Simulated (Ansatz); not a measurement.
Correlation energies of CBrClF₂, SMILES `FC(F)(Cl)Br` by basis set

Cartesian coordinates in Å:
```
F 1.321 -0.170 -0.395
C 0.090 0.031 0.053
F 0.153 0.208 1.365
Cl -0.580 1.467 -0.700
Br -0.984 -1.536 -0.323
```

Charge 0, multiplicity 1. Correlated methods include outer-core shells of Br, which these sets cover unevenly. Scalar relativity is left out up to krypton. The structure was optimised at the PBE0-D4/def2-TZVP level. Frozen core, restricted reference, Ansatz.

```json
{"basis": "def2-SVP", "HF (Eh)": "-3267.97986", "MP2 corr.": "-0.86707", "CCSD corr.": "-0.88402", "(T)": "?", "CCSD(T) total": "?"}
{"basis": "def2-TZVPP", "HF (Eh)": "-3268.75446", "MP2 corr.": "?", "CCSD corr.": "?", "(T)": "?", "CCSD(T) total": "?"}
{"basis": "def2-QZVPP", "HF (Eh)": "-3268.82677", "MP2 corr.": "-1.51881", "CCSD corr.": "–", "(T)": "–", "CCSD(T) total": "–"}
```

(1) Fill in the withheld values. (Estimate.)

## Answers

(1) Computed: def2-SVP (T): -0.02071; def2-SVP CCSD(T) total: -3268.88459; def2-TZVPP MP2 corr.: -1.12178; def2-TZVPP CCSD corr.: -1.13921; def2-TZVPP (T): -0.04250; def2-TZVPP CCSD(T) total: -3269.93617.
